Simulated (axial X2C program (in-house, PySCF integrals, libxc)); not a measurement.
# Working with the constants of Rb₂

A bond curve at the PBE0 level, 2c, was computed with an in-house relativistic program for diatomic molecules (basis Rb dyall-v2z [10s11p6d] (cores contracted in-house)) for the state Ω = 0 (closed shell). Its fit gives Re = 4.2801 Å, ωe = 56.5 cm⁻¹, ωexe = 0.0936 cm⁻¹ and αe = 4.817e-05 cm⁻¹; the masses are 84.9118 and 84.9118 u. Two-component means X2C with spin–orbit coupling and atomic mean-field Coulomb and Gaunt terms.

Problem. Find the reduced mass, Be and the force constant.

Solution. From the PBE0 values: μ = 42.4559 u. Be = 16.8576/(μ Re²) = 0.02167 cm⁻¹. k = 5.8918×10⁻⁷ μ ωe² = 0.0799 mdyn/Å.

Problem. Give B0 and the most populated J at 300 K (kT = 208.5 cm⁻¹).

Solution. B0 = Be − αe/2 = 0.02165 cm⁻¹; J(max) ≈ √(kT/2B0) − 1/2 = 68.9, so J = 69, nuclear-spin weights apart.

Problem. A Morse curve ties αe to the other constants (Pekeris). How well does that hold?

Solution. αe(Morse) = 6Be²/ωe × (√(ωexe/Be) − 1) = 5.378e-05 cm⁻¹; the PBE0 curve gives 4.817e-05 cm⁻¹, a ratio of 1.12.

Problem. Estimate the centrifugal constant by the Kratzer relation.

Solution. D = 4Be³/ωe² = 1.28e-08 cm⁻¹.

Problem. Where do the fundamental and the first overtone lie?

Solution. ν(1←0) = ωe − 2ωexe = 56.3 cm⁻¹; ν(2←0) = 2ωe − 6ωexe = 112.4 cm⁻¹.

The state is one determinant whose occupation by symmetry is held fixed; it was picked as the lowest of a PBE0 search that is not exhaustive.
